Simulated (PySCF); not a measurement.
Converging CaO in the basis (PBE0)

PySCF, UKS reference; singlet, unpaired electrons none; De to Ca + O without counterpoise correction.

```csv
basis,relativity,functions,Re (Å),ωe (cm⁻¹),De (eV),μ (D)
def2-SVP,no relativity,38,1.803,822,4.11,-8.40
def2-SVPD,no relativity,50,1.819,797,4.28,-9.19
x2c-TZVPall,spin-free X2C,67,1.807,785,4.05,-8.75
```

How does each smaller set differ from the one with most functions, x2c-TZVPall?

def2-SVP: -0.4 pm, +4.7 % in ωe, +0.06 eV in De; def2-SVPD: +1.2 pm, +1.5 % in ωe, +0.23 eV in De. All at PBE0; the set with most functions is neither the basis-set limit nor always the best. The rows treat relativity differently, so the differences are not basis effects alone.

A positive dipole means Ca(−)O(+).
